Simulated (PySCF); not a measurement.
CHAlF4O.

```xyz
8

Al    -0.0209     0.2474     0.9785
C      0.0054    -0.2209    -0.9699
F     -0.5222     0.7374    -1.7483
F     -0.6828    -1.3492    -1.2226
F      1.2623    -0.4280    -1.4077
F     -0.5483     1.7466     1.4449
O      0.5097    -0.9196     2.0608
H      0.5815    -0.8954     3.0152
```
Charge 0, spin multiplicity 1.

Geometry: PBE0-D3(BJ)/def2-SVP. The structure was generated by enumeration; whether it is a known compound was not checked. One conformer was computed; it need not be the lowest.

The numbers are results of PySCF with HF/pcSseg-1, not measurements. Non-relativistic, no solvent.

Computed absolute GIAO shielding of each atom: isotropic value and principal components (ppm):
| atom | σ(iso) | σ11 | σ22 | σ33 | span |
|---|---|---|---|---|---|
| Al1 | 512.4 | 448.8 | 519.5 | 568.9 | 120.1 |
| C2 | 73.6 | 66.9 | 67.3 | 86.6 | 19.7 |
| F3 | 289.1 | 177.9 | 315.7 | 373.7 | 195.8 |
| F4 | 290.3 | 179.8 | 315.3 | 375.9 | 196.1 |
| F5 | 290.7 | 179.5 | 315.6 | 376.9 | 197.4 |
| F6 | 384.2 | 326.9 | 369.2 | 456.6 | 129.6 |
| O7 | 326.4 | 291.8 | 318.0 | 369.5 | 77.7 |
| H8 | 29.2 | 20.8 | 21.7 | 45.2 | 24.4 |
